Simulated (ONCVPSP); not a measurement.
# Transferability test, ONCV potential for Fe

iron, optimised norm-conserving Vanderbilt (ONCV), made with ONCVPSP 4.0.1 (LDA (Perdew-Zunger), fully relativistic). Core [Ne], reference 3s2 3p6 3d6 4s2. Waves: 3s+4s: rc 1.30 bohr, ncon 4, nbas 7, qcut 8.6 1/bohr, 2 projectors; 3p: rc 1.00 bohr, ncon 4, nbas 7, qcut 12.3 1/bohr, 2 projectors, debl 1.8 Ha; 3d: rc 1.55 bohr, ncon 4, nbas 8, qcut 8.8 1/bohr, 2 projectors, debl 3.9 Ha. Local part: polynomial inside 0.65 bohr (lpopt 1, dvloc0 1 Ha). Core correction: polynomial model core, fcfact 0.15.

Open shells are filled in proportion to 2j + 1.

In the p channel the program set the typed energies aside and used -2.183, 0.250 Ha (j = l + 1/2; the other j can differ).

Energies are relative to the spin-unpolarised reference configuration 3s2 3p6 3d6 4s2; without spin polarisation the order of configurations can differ from experiment.

```json
{"valence configuration": "3s2 3p6 3d6 4s1", "charge": "+1", "ΔE all-electron (eV)": "8.981", "error AE − PS (meV)": "+1.7"}
{"valence configuration": "3s2 3p6 3d6 4s0", "charge": "+2", "ΔE all-electron (eV)": "25.473", "error AE − PS (meV)": "+7.9"}
{"valence configuration": "3s2 3p6 3d5 4s0", "charge": "+3", "ΔE all-electron (eV)": "60.002", "error AE − PS (meV)": "+38"}
{"valence configuration": "3s1 3p6 3d6 4s2", "charge": "+1", "ΔE all-electron (eV)": "101.392", "error AE − PS (meV)": "-378"}
```

Levels in the configuration 3s2 3p6 3d6 4s1:

```json
{"level": "3s j=1/2", "all-electron (eV)": "-102.095", "pseudo (eV)": "-102.116"}
{"level": "3p j=3/2", "all-electron (eV)": "-68.015", "pseudo (eV)": "-68.025"}
{"level": "3p j=1/2", "all-electron (eV)": "-69.566", "pseudo (eV)": "-69.577"}
{"level": "3d j=5/2", "all-electron (eV)": "-16.209", "pseudo (eV)": "-16.225"}
{"level": "3d j=3/2", "all-electron (eV)": "-16.365", "pseudo (eV)": "-16.380"}
{"level": "4s j=1/2", "all-electron (eV)": "-12.633", "pseudo (eV)": "-12.629"}
```
